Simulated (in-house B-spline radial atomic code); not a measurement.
Configurations of the indium ion In⁵⁺, with energies counted from [Kr] 4d8. Computed with a radial B-spline atomic code at the basis-set limit: Dirac-Hartree-Fock, average of configuration, Fermi nucleus of rms radius 4.6156 fm. Energies include first-order Breit, QED and recoil terms.

Occupations are held fixed; configurations that lie above the ionisation limit could autoionise.

```json
{"configuration": "[Kr] 4d7 4f1", "E - E(ref) (eV)": "55.631", "highest orbital": "4f5/2", "its <r> (bohr)": "2.072"}
{"configuration": "[Kr] 4d7 6f1", "E - E(ref) (eV)": "75.917", "highest orbital": "6f7/2", "its <r> (bohr)": "6.686"}
{"configuration": "[Kr] 4d7 8p1", "E - E(ref) (eV)": "78.439", "highest orbital": "8p3/2", "its <r> (bohr)": "9.213"}
{"configuration": "[Kr] 4d7 7f1", "E - E(ref) (eV)": "80.281", "highest orbital": "7f7/2", "its <r> (bohr)": "9.721"}
{"configuration": "[Ar] 3d10 4s2 4p5 4d8 7g1", "E - E(ref) (eV)": "151.37", "highest orbital": "7g7/2", "its <r> (bohr)": "10.51"}
```

Order these further configurations by energy, lowest first.
A. [Kr] 4d7 6g1
B. [Ar] 3d10 4s2 4p5 4d8 6g1
C. [Kr] 4d7 5p1
D. [Kr] 4d7 7s1
E. [Kr] 4d7 7g1

C (38.066 eV), D (70.502 eV), A (77.954 eV), E (81.574 eV), B (147.75 eV).

How far above the reference does [Kr] 4d7 6s1 lie?

57.722 eV; its least bound orbital is 6s1/2 with <r> = 3.674 bohr.
